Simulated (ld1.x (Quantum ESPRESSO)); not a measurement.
Values are calculated unless marked as measured or tabulated.
Potentials for C compared

Generated with ld1.x 7.5 (TM, RRKJ, ultrasoft, PAW), atompaw 4.2 or ONCVPSP 4.0.1. The cutoff is in Ry: for ld1.x and atompaw files where the sum of valence levels is converged to 10 mRy in a Bessel basis, for ONCV files where the hardest occupied wave has 1 mHa per electron of residual kinetic energy. The error is the largest all-electron minus pseudo excitation energy over each file’s own four to seven test configurations (ionisations up to +4, promotions, holes and added fractions of an electron), all of which were solved. The labels leave out finer settings (local radius, basis sizes, second energies), which also bear on the numbers. Spin-polarised tests are not counted. The rows are a selection from randomly drawn settings: files with unsolved tests, undetermined cutoffs or missed reference levels are left out.

| potential | cutoff (Ry) | largest error (meV) | bound ghosts |
| --- | --- | --- | --- |
| TM, PBE, scalar-relativistic, rc 1.00/1.90/1.55 (spd), local p, core correction yes, reference 2s2 2p0 | 40 | +385 | none |
| TM semilocal, BLYP, non-relativistic, rc 1.15/2.15/2.10 (spd), local p, core correction no, reference 2s1 2p3 | 30 | +1160 | none |
| RRKJ, LDA (PZ), scalar-relativistic, rc 0.90/1.35/1.40 (spd), local p, core correction yes, reference 2s2 2p2 | 50 | +141 | none |
| TM, PBE, scalar-relativistic, rc 0.90/1.45 (sp), local smoothed, core correction yes, reference 2s2 2p0 | 45 | +253 | none |
| TM, PBE, scalar-relativistic, rc 0.90/1.50/1.20 (spd), local s, core correction no, reference 2s2 2p1.5 | 60 | +322 | none |
| RRKJ, PBE, scalar-relativistic, rc 0.95/1.80/1.60 (spd), local d, core correction yes, reference 2s2 2p0 | 50 | +400 | none |
| RRKJ, PBE, non-relativistic, rc 0.90/2.25 (sp), local p, core correction no, reference 2s2 2p2 | 40 | +832 | none |

Task: Fill in the row for C: ultrasoft, PBE, scalar-relativistic, rc 1.30/1.75/1.75 (spd), local smoothed, core correction yes, reference 2s2 2p2.

Result: cutoff 18 Ry, largest error +243 meV, bound ghosts: none.

Task: Fill in the row for C: PAW, LDA (PZ), non-relativistic, rc 1.40/2.40/2.50 (spd), local smoothed, core correction yes, reference 2s2 2p2.

Result: cutoff 10 Ry, largest error -14 meV, bound ghosts: none.
